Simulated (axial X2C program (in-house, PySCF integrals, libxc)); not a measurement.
## Potential curves of SbH⁺, with spin–orbit coupling

All values were computed with an in-house relativistic program for diatomic molecules. Two-component (2c) means X2C with spin–orbit coupling and atomic mean-field two-electron Coulomb and Gaunt terms. Basis: Sb dyall-cv3z [11s12p8d4f1g], H dyall-v3z [6s2p1d] (cores contracted in-house); Gaussian nuclei, density fitting, unrestricted open shells. Masses: Sb 120.904 u, H 1.008 u.

State: Ω = 1/2 (⟨Sz⟩ = -0.49, ⟨Lz⟩ = 0.99 at PBE0). Energies in eV from the lowest point of each curve. Fits are polynomials in 1 − R0/R over 0.85 to 1.23 times the lowest point R0.

| R (Å) | PBE0 | r2SCAN0 |
| --- | --- | --- |
| 1.4929 | 0.4861 | 0.4577 |
| 1.5616 | 0.2087 | 0.1885 |
| 1.6130 | 0.0853 | 0.0717 |
| 1.6645 | 0.0192 | 0.0123 |
| 1.7160 | 0.0000 | 0.0000 |
| 1.7761 | 0.0252 | 0.0332 |
| 1.8361 | 0.0906 | 0.1066 |
| 1.9133 | 0.2193 | 0.2453 |
| 2.0077 | 0.4243 | 0.4621 |
| 2.1450 | 0.7767 | 0.8287 |

Occupations by symmetry block were frozen at the best pattern of an incomplete PBE0 search. Density functionals use the spin component along the axis (collinear). The functionals have no current-density term, which raises determinants with orbital currents, atoms included.

(1) Fit the PBE0 curve near its minimum: give the equilibrium distance and the harmonic wavenumber.

(2) What are Re and ωe at the r2SCAN0 level?

Results:

(1) At PBE0, 2c: Re = 1.714 Å, ωe ≈ 1980 cm⁻¹; Be follows as 5.74 cm⁻¹.

(2) At r2SCAN0, 2c: Re = 1.705 Å, ωe ≈ 2020 cm⁻¹; Be follows as 5.8 cm⁻¹.
